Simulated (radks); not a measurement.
All-electron atom: Cl2+ in [Ne] 3s2 3p3.

Method: non-relativistic Kohn-Sham, Slater X-alpha with alpha = 0.803, spin-polarised, spherical densities, point nucleus; open shells are filled with parallel spins first; computed with a radial shooting solver on a logarithmic mesh with Libxc functionals.

Energy parts (eV):
part                  energy
total             -12549.336
kinetic            12549.336
electron-nucleus  -29425.773
Hartree             5144.276
exchange            -817.176

Orbitals (lengths in bohr, moments of r in powers of bohr):
orbital	occ.	eigenvalue (eV)	<r^4>	<r>	<r^2>
1s up	1	-2784.275	0.0003236	0.09139	0.01122
1s down	1	-2783.408	0.0003234	0.09137	0.01122
2s up	1	-283.7152	0.09947	0.4448	0.2350
2s down	1	-282.6949	0.09778	0.4438	0.2337
2p up	3	-225.5926	0.08825	0.4041	0.2035
2p down	3	-224.3528	0.08634	0.4032	0.2021
3s up	1	-47.7864	8.545	1.423	2.324
3s down	1	-41.9169	9.300	1.441	2.394
3p up	3	-34.6064	13.24	1.557	2.822
3p down	0	-28.9879	15.76	1.603	3.019

The highest occupied level is 3p up at -34.606 eV. The density falls to 0.001 e/bohr^3 at r = 3.23 bohr. The electron density at the nucleus is 3228 e/bohr^3. Virial ratio -V/T = 2.00000.
